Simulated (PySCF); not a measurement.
Theory: delta-SCF UKS SCAN, pcX-2 on the ionised atom, pcseg-1 elsewhere, spin-free X2C (PySCF). Geometries: PBE0-D3(BJ)/def2-SVP; isolated species, one conformer each. Values against the vacuum level.

Question: Order these sites by rising C 1s binding energy.
A. C6 in `[CH3:1][CH2:2][O:3][C:4](=[O:5])[C:6]([F:7])([F:8])[F:9]`
B. C7 in `[CH2:1]=[CH:2][O:3][SiH2:4][C:5]#[C:6][CH3:7]`
C. C1 in `[CH3:1][C@@H:2]1[C@@H:3]([CH3:4])[CH2:5][CH2:6][C@@H:7]1[F:8]`
D. C4 in `[CH3:1][S@+:2]([AlH3-:3])[CH2:4][O:5][SiH3:6]`

Answer: C (290.44 eV), B (291.86 eV), D (293.41 eV), A (298.75 eV).

The highest is bonded to 3 F and C, the lowest to C and 3 H; the range is 8.31 eV.

Question: Rank by computed S 1s binding energy, lowest first.
A. Sulfur in `[AlH3-][S@+](CO[SiH3])C`
B. S1 in `[SH:1][c:2]1[cH:3][cH:4][cH:5][s:6]1`
C. Sulfur in `[H]/N=C\[SiH2]S`

Answer: C (2477.42 eV), B (2477.72 eV), A (2478.04 eV).

From the lowest up, the atoms are bonded to: H and Si (2477.42); C and H (2477.72); 2 C and Al (2478.04).

Question: Order these sites by rising O 1s binding energy.
A. Oxygen in `C=CO[SiH2]C#CC`
B. O3 in `[CH3:1][CH2:2][O:3][C:4](=[O:5])[C:6]([F:7])([F:8])[F:9]`
C. Oxygen in `C[S@+]([AlH3-])CO[SiH3]`

Answer: A (538.30 eV), C (538.82 eV), B (540.26 eV).

From the lowest up, the atoms are bonded to: C and Si (538.30); C and Si (538.82); 2 C (540.26).
